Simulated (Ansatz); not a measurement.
`[OH][GeH]([Cl])[GeH3]` + HCl → `[Cl][GeH]([Cl])[GeH3]` + H₂O at 700 K and 1 bar (ligand exchange at a Ge–O bond).

Calculated with Ansatz (gas phase, PBE0-D4/def2-TZVP geometries, no zero-point term in ΔE). CCSD(T)/CBS is the MP2 limit (def2-TZVPP, def2-QZVPP) plus CCSD(T) − MP2 in def2-TZVPP, frozen cores. This one scheme is used for every species. For Ge outer-core shells are correlated without core-valence functions, which leaves a few kJ/mol of doubt a bond. Scalar relativity is left out up to krypton. One conformer a species, not always the lowest.

```csv
species,CCSD(T)/CBS energy (Eh),H − E (kJ/mol),S (J/(mol·K))
`[OH][GeH]([Cl])[GeH3]`,-4690.25241,203.2,500.1
HCl,-460.38127,38.4,211.8
`[Cl][GeH]([Cl])[GeH3]`,-5074.27121,165.8,493.9
H₂O,-76.37941,80.5,218.4
```

H − E and S are ideal-gas, rigid-rotor, harmonic terms from PBE0-D4/def2-TZVP, for one conformer and one mirror image of each species. 1 Eh = 2625.50 kJ/mol, R = 8.31446 J/(mol·K).

Question: By hand: ΔE, ΔH, ΔS and ΔG.

Answer: ΔE = (-5074.27121) + (-76.37941) − (-4690.25241) − (-460.38127) = -0.01694 Eh = -44.5 kJ/mol. Δ(H − E) = 165.8 + 80.5 − 203.2 − 38.4 = 4.7, so ΔH = -39.8 kJ/mol. ΔS = 493.9 + 218.4 − 500.1 − 211.8 = 0.4 J/(mol·K). ΔG = -39.8 − 700 × (0.4)/1000 = -40.1 kJ/mol.

Question: By hand: the equilibrium constant, and the temperature at which ΔG would vanish if ΔH and ΔS stayed fixed.

Answer: log₁₀ K = −ΔG/(RT ln 10) = 3.0. ΔH and −TΔS have one sign here, so there is no such temperature. One of them is within its doubt of zero, so this could turn.

The number of gas molecules stays the same, so ΔS is small and ΔH decides. A doubt of 5 kJ/mol in ΔE shifts log₁₀ K by 0.4 here. Other conformers and mirror images would add mixing entropy, several J/(mol·K) or more a flexible species. These are equilibria of isolated gas molecules and say nothing of rates. Largest T1 diagnostic: 0.012 (customary marks: 0.02 for closed shells, 0.045 for open ones).
